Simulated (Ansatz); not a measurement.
CHO2 (SMILES O=C=[OH+]) moved off its minimum; all values from Ansatz (an electronic-structure program), cores frozen in correlated methods.
(charge 1, multiplicity 1)
```xyz
4

O      1.19152    -0.11377    -0.08862
C      0.14378     0.02383    -0.03281
O     -0.96963     0.02802     0.23440
H     -1.68212     0.47517    -0.44110
```

| level | largest force (eV/Å) | on atom | rms difference from CCSD(T)/aug-cc-pVTZ (eV/Å) | dipole (D) |
|---|---|---|---|---|
| HF/def2-TZVPP | 9.49 | O3 | 1.743 | - |
| PBE/def2-TZVPP | 12.64 | O1 | 0.367 | - |
| r2SCAN/def2-TZVPP | 11.38 | O1 | 0.367 | - |
| B3LYP/def2-TZVPP | 10.97 | O1 | 0.419 | - |
| wB97M-V/def2-TZVPP | 10.81 | O1 | 0.429 | - |
| MP2/aug-cc-pVTZ | 12.52 | O1 | 0.251 | - |
| CCSD(T)/aug-cc-pVTZ | 11.96 | O1 | 0.000 | - |

The differences count from one level among others, with limits of its own. Forces at CCSD(T)/aug-cc-pVTZ (eV/Å):

```tsv
atom	Fx	Fy	Fz
O1	11.846	-1.145	-1.143
C2	-3.224	0.660	-0.303
O3	-10.494	1.762	-0.550
H4	1.872	-1.277	1.996
```
